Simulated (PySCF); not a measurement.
# Working out the ionisation energy of Mn

Mn [Ar] 3d5 4s2 (6S) → Mn⁺ [Ar] 3d5 4s1 (7S). All numbers are calculated (PySCF 2.14, no relativity, point nucleus, in pcseg-2). Frozen: [Ar]. Energies in hartree (1 hartree = 27.21139 eV):

```csv
part,Mn (lower),Mn⁺ (upper)
UHF,-1149.847141,-1149.627640
MP2 opposite-spin,-0.033887,0.000000
MP2 same-spin,-0.074093,-0.074899
```

Q: What does Hartree-Fock give?

A: (-1149.627640) − (-1149.847141) = 0.219501 hartree = 5.973 eV.

Q: What do MP2 and SCS-MP2 (6/5 opposite-spin, 1/3 same-spin) give?

A: The opposite-spin parts differ by 0.922 eV and the same-spin parts by -0.022 eV. MP2: 5.973 + (0.922) + (-0.022) = 6.873 eV. SCS-MP2: 5.973 + 1.2 × (0.922) + (-0.022)/3 = 7.072 eV.

Measured between the centres of the two terms (NIST): 7.434 eV, so MP2 (valence) is off by -0.561 eV.

The calculation is non-relativistic.

What remains against the reference includes basis incompleteness, the frozen core and correlation beyond second order.
